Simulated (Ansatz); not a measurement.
Program: Ansatz. Geometries: PBE0-D4/def2-TZVP. ΔE: electronic, gas phase. CCSD(T)/CBS is the MP2 limit (def2-TZVPP, def2-QZVPP) plus CCSD(T) − MP2 in def2-TZVPP, frozen cores. This one scheme is used for every species. DFT in def2-TZVPP. B3LYP here is the variant with VWN-RPA as its local correlation; programs differ in this. Each species was taken in one conformer, which may not be the lowest.

Reaction (ligand exchange at the Si–O bond): `B[SiH2]O[SiH2]F` + `C=N` → `B[SiH2]N=C` + `O[SiH2]F`

Is it downhill or uphill in electronic energy at CCSD(T)/CBS, and by how much? (Best estimate.)

The calculation gave: Uphill: ΔE = +0.71 eV.

What do these levels give: PBE0, B3LYP, CCSD/def2-TZVPP, HF/def2-QZVPP, MP2/def2-QZVPP, CCSD/CBS(def2)? (An estimate is asked.)

The calculation gave: PBE0 0.63, B3LYP 0.68, CCSD/def2-TZVPP 0.74, HF/def2-QZVPP 0.83, MP2/def2-QZVPP 0.68, CCSD/CBS(def2) 0.74 eV.

Largest T1 diagnostic among the species: 0.013.

From PBE to PBE0 (25 % exact exchange), in def2-TZVPP and without D4, ΔE moves by +0.05 eV. In def2-TZVPP, CCSD(T) changes the Hartree–Fock value by −0.10 eV (the triples alone add −0.03 eV) and MP2 by −0.14 eV.
